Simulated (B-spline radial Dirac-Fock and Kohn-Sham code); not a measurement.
## Relativistic shifts of the levels of Au⁵⁺

System: gold as Au⁵⁺ in the configuration [Xe] 4f14 5d6.

Both columns are ΔSCF binding energies of the configuration average from a radial atomic solver: non-relativistic Hartree-Fock with a point nucleus, and Dirac-Fock with a finite nucleus and the Coulomb interaction alone, averaged over the two j levels with weights 2j+1.

```
shell  Hartree-Fock (eV)  Dirac-Fock (eV)  shift (eV)  shift (%)
   1s            73649.6          81237.9    +7588.31     +10.30
   2s            12464.3          14500.0    +2035.70     +16.33
   2p            11963.2          12648.4     +685.20      +5.73
   3s             3018.6           3527.8     +509.18     +16.87
   3p             2782.6           2975.1     +192.49      +6.92
   3d             2347.0           2327.1      -19.90      -0.85
   4s              724.6            852.9     +128.38     +17.72
   4p              621.7            667.5      +45.74      +7.36
   4d              433.5            427.5       -6.01      -1.39
   4f              179.9            165.1      -14.84      -8.25
   5s              170.1            194.5      +24.36     +14.32
   5p              134.1            140.9       +6.89      +5.14
   5d              78.58            76.81       -1.77      -2.25
```

Relativity binds 1s, 2s, 2p, 3s, 3p, 4s, 4p, 5s, 5p more strongly, among those listed most of all 4s in relative terms, and 3d, 4d, 4f, 5d more weakly, because the contracted s and p shells screen the nucleus better.

Values without a named source are computed, but for edge energies of neutral atoms, which are taken from tables.
